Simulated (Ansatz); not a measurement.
`[CH3][AlH][CH2]F` + `[NH2][AlH2]` → `[CH3][AlH][NH][AlH2]` + `CF` at 700 K and 1 bar (ligand exchange at the Al–C bond).

Isolated molecules relaxed with PBE0-D4/def2-TZVP in Ansatz; ΔE leaves out vibrations. CCSD(T)/CBS adds triple-zeta CCSD(T) − MP2 to the extrapolated MP2 energy (def2 sets, frozen cores). This one scheme is used for every species. One conformer a species, not always the lowest.

```csv
species,CCSD(T)/CBS energy (Eh),H − E (kJ/mol),S (J/(mol·K))
`[CH3][AlH][CH2]F`,-421.50169,259.2,455.2
`[NH2][AlH2]`,-299.14566,147.5,319.0
`[CH3][AlH][NH][AlH2]`,-581.06085,274.7,489.5
`CF`,-139.63461,133.6,263.9
```

H − E and S are ideal-gas, rigid-rotor, harmonic terms from PBE0-D4/def2-TZVP, for one conformer and one mirror image of each species. 1 Eh = 2625.50 kJ/mol, R = 8.31446 J/(mol·K).

Task: By hand: ΔE, ΔH, ΔS and ΔG.

Result: ΔE = (-581.06085) + (-139.63461) − (-421.50169) − (-299.14566) = -0.04811 Eh = -126.3 kJ/mol. Δ(H − E) = 274.7 + 133.6 − 259.2 − 147.5 = 1.6, so ΔH = -124.7 kJ/mol. ΔS = 489.5 + 263.9 − 455.2 − 319.0 = -20.8 J/(mol·K). ΔG = -124.7 − 700 × (-20.8)/1000 = -110.1 kJ/mol.

Task: By hand: the equilibrium constant, and the temperature at which ΔG would vanish if ΔH and ΔS stayed fixed.

Result: log₁₀ K = −ΔG/(RT ln 10) = 8.2. ΔG = 0 at ΔH/ΔS = 5995 K, far beyond where these terms or the molecules hold.

ΔH outweighs TΔS. A doubt of 5 kJ/mol in ΔE shifts log₁₀ K by 0.4 here. Other conformers and mirror images would add mixing entropy, several J/(mol·K) or more a flexible species. Modes under 60 cm⁻¹, often nearly free rotors, make the harmonic entropy too high. These are equilibria of isolated gas molecules and say nothing of rates. Largest T1 diagnostic: 0.011 (customary marks: 0.02 for closed shells, 0.045 for open ones).
